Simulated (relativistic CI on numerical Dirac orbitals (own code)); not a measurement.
**Slater and spin-orbit integrals, Ba⁴⁶⁺**

These numbers are calculated, not measured: Dirac-Coulomb-Breit CI, KLI orbitals optimised for each configuration, model QED (radiative potential, 1s self-energy scaled to tabulated hydrogen-like ionisation energies), unscaled Slater integrals (own radial code, finite nucleus).

Slater integrals F^k, G^k are unscaled and averaged over j, outside the closed core 1s2; ζ comes from projecting the Hamiltonian with its Breit term on Σ l·s of the shell.

- 2s2 2p5 3s: ζ(2p) = 2.1097e+06, G^1(2p,3s) = 106150 cm⁻¹; <r>(2p) = 0.09308, <r^2>(2p) = 0.01053, <r>(3s) = 0.2546, <r^2>(3s) = 0.07384 (bohr units).
- 2s2 2p5 3p: ζ(2p) = 2.1088e+06, F^2(2p,3p) = 278990, G^0(2p,3p) = 110480, G^2(2p,3p) = 121900, ζ(3p) = 564550 cm⁻¹; <r>(2p) = 0.09313, <r^2>(2p) = 0.01054, <r>(3p) = 0.2456, <r^2>(3p) = 0.06969 (bohr units).
- 2s2 2p5 3d: ζ(2p) = 2.1106e+06, F^2(2p,3d) = 369510, G^1(2p,3d) = 351440, G^3(2p,3d) = 203410, ζ(3d) = 79596 cm⁻¹; <r>(2p) = 0.09314, <r^2>(2p) = 0.01055, <r>(3d) = 0.2146, <r^2>(3d) = 0.05293 (bohr units).

Averages of the first 10 configurations, taken without configuration mixing, which lowers the lowest level and can move excited configurations by several eV; other configurations of the list can lie among them:

```json
{"Configuration": "2s2 2p6", "Parity": "even", "States": "1", "Average energy above the lowest level (eV)": "0.1"}
{"Configuration": "2s2 2p5 3s", "Parity": "odd", "States": "12", "Average energy above the lowest level (eV)": "4695.0"}
{"Configuration": "2s2 2p5 3p", "Parity": "even", "States": "36", "Average energy above the lowest level (eV)": "4864.0"}
{"Configuration": "2s2 2p5 3d", "Parity": "odd", "States": "60", "Average energy above the lowest level (eV)": "5033.2"}
{"Configuration": "2s 2p6 3s", "Parity": "even", "States": "4", "Average energy above the lowest level (eV)": "5285.6"}
{"Configuration": "2s 2p6 3p", "Parity": "odd", "States": "12", "Average energy above the lowest level (eV)": "5451.0"}
{"Configuration": "2s 2p6 3d", "Parity": "even", "States": "20", "Average energy above the lowest level (eV)": "5619.9"}
{"Configuration": "2s2 2p5 4s", "Parity": "odd", "States": "12", "Average energy above the lowest level (eV)": "6403.4"}
{"Configuration": "2s2 2p5 4p", "Parity": "even", "States": "36", "Average energy above the lowest level (eV)": "6472.9"}
{"Configuration": "2s2 2p5 4d", "Parity": "odd", "States": "60", "Average energy above the lowest level (eV)": "6539.0"}
```
